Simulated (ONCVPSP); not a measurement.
What one change does to a pseudopotential (hafnium (Hf), ONCV)

* Element: hafnium (Hf)
* Generator: ONCVPSP 4.0.1
* Type: optimised norm-conserving Vanderbilt (ONCV)
* Functional: PW91
* Relativity: fully relativistic
* Frozen core: [Kr] 4d10 4f14
* Valence charge: 12
* Reference configuration: 5s2 5p6 5d2 6s1.5 (charge +0.5)
* Partial waves: 5s+6s: rc 2.20 bohr, ncon 4, nbas 8, qcut 4.6 1/bohr, 2 projectors; 5p: rc 1.75 bohr, ncon 3, nbas 7, qcut 8.7 1/bohr, 2 projectors, debl 3.5 Ha; 5d: rc 2.60 bohr, ncon 3, nbas 7, qcut 6.6 1/bohr, 2 projectors, debl 2.7 Ha
* Local potential: polynomial inside 1.35 bohr (lpopt 5, dvloc0 2 Ha)
* Core correction: Teter function fitted to the true core (icmod 2), fcfact 0.7

Open shells are filled in proportion to 2j + 1.

Change: s: ncon 5, nbas 9.

Cutoffs: the cutoffs (Ha) at which the residual kinetic energy of the hardest occupied pseudo-wave falls to 1 and 0.1 mHa per electron; they do not see the model core or the augmentation charge, which bear on the density cutoff. Errors are all-electron minus pseudo energies relative to the spin-unpolarised reference configuration.

How do hardness, ghosts and transferability respond?

The potential gets neither clearly harder nor softer (23 Ha and 28 Ha → 23 Ha and 28 Ha); the p channel sets the loose cutoff, while the largest relative change is in s, which becomes harder; the errors of the 4 common tests hardly move; neither file shows a bound ghost.

```tsv
quantity	base	changed
cutoff, loose	23 Ha	23 Ha
cutoff, tight	28 Ha	28 Ha
loose cutoff by channel	s 5.8 Ha, p 23 Ha, d 12 Ha	s 7.7 Ha, p 23 Ha, d 12 Ha
bound ghosts	none	none
GHOST(+) flags under 300 eV	none	none
error for 5s2 5p6 5d2 6s2, meV [ΔE -3.28 eV]	0.0	0.0
error for 5s2 5p6 5d2 6s1, meV [ΔE 4.75 eV]	+0.3	+0.3
error for 5s2 5p6 5d2 6s0, meV [ΔE 18.98 eV]	+8.0	+8.5
error for 5s2 5p6 5d3 6s1, meV [ΔE -0.70 eV]	-3.6	-3.5
s: phases at 2.24 bohr within 0.05 rad from the reference energy up to (Ha; the scan ends near 5)	2.6	3.0
p3/2: phases at 1.78 bohr within 0.05 rad from the reference energy up to (Ha; the scan ends near 5)	to the end of the scan	to the end of the scan
p1/2: phases at 1.78 bohr within 0.05 rad from the reference energy up to (Ha; the scan ends near 5)	to the end of the scan	to the end of the scan
d5/2: phases at 2.64 bohr within 0.05 rad from the reference energy up to (Ha; the scan ends near 5)	to the end of the scan	to the end of the scan
d3/2: phases at 2.64 bohr within 0.05 rad from the reference energy up to (Ha; the scan ends near 5)	to the end of the scan	to the end of the scan
rms error of d²Exc/dni dnj with the model core, mHa	3.17	3.19
```
